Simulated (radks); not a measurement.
Ga, 31 electrons, occupied as [Ar] 3d9 4s2 4p2 (not the ground configuration).

Calculated with a radial shooting solver on a logarithmic mesh with Libxc functionals: scalar-relativistic Kohn-Sham, PBEsol, spin-polarised, spherical densities, finite nucleus; open shells are filled with parallel spins first; Fermi nuclear charge, rms radius 3.9973 fm.

Energy parts (hartree):
| part | energy |
|---|---|
| total | -1941.74331 |
| kinetic | 1974.59207 |
| electron-nucleus | -4671.61872 |
| Hartree | 828.83977 |
| exchange-correlation | -73.55644 |

Orbitals (lengths in bohr, moments of r in powers of bohr; <r^-3> diverges for s and p1/2; r(max) is where P^2 peaks):
orbital,occ.,eigenvalue (hartree),r(max),<r^-3>,<r^4>,<r>
1s up,1,-375.9879,0.03180,-,0.00002605,0.04863
1s down,1,-375.9855,0.03180,-,0.00002605,0.04863
2s up,1,-46.77006,0.1826,-,0.005454,0.2180
2s down,1,-46.74101,0.1825,-,0.005445,0.2180
2p up,3,-40.77475,0.1465,889.2,0.004018,0.1909
2p down,3,-40.75169,0.1465,889.8,0.004010,0.1908
3s up,1,-5.80676,0.5633,-,0.3784,0.6479
3s down,1,-5.75640,0.5636,-,0.3796,0.6485
3p up,3,-3.99465,0.5647,120.3,0.4919,0.6721
3p down,3,-3.94462,0.5651,119.8,0.4937,0.6729
3d up,5,-1.04687,0.5251,12.53,1.403,0.7656
3d down,4,-0.99557,0.5263,12.48,1.396,0.7665
4s up,1,-0.43769,1.800,-,49.31,2.171
4s down,1,-0.37692,1.785,-,50.75,2.171
4p up,2,-0.16218,2.261,5.760,178.0,2.876
4p down,0,-0.10325,2.263,5.506,233.2,3.001

The highest occupied level is 4p up at -4.413 eV. The spin density at the nucleus is -0.7769 e/bohr^3 (1s -0.1244, 2s -0.9293, 3s 0.5989, 4s -0.3222). Summed over all electrons, <r^2> = 41.79 bohr^2, which gives a Langevin (diamagnetic) susceptibility term of -33.1 x 10^-6 cm^3/mol. The density falls to 0.001 e/bohr^3 at r = 4.47 bohr. Spin moment in Bohr magnetons: 3. The electron density at the nucleus is 2.851e+04 e/bohr^3 (large components only).
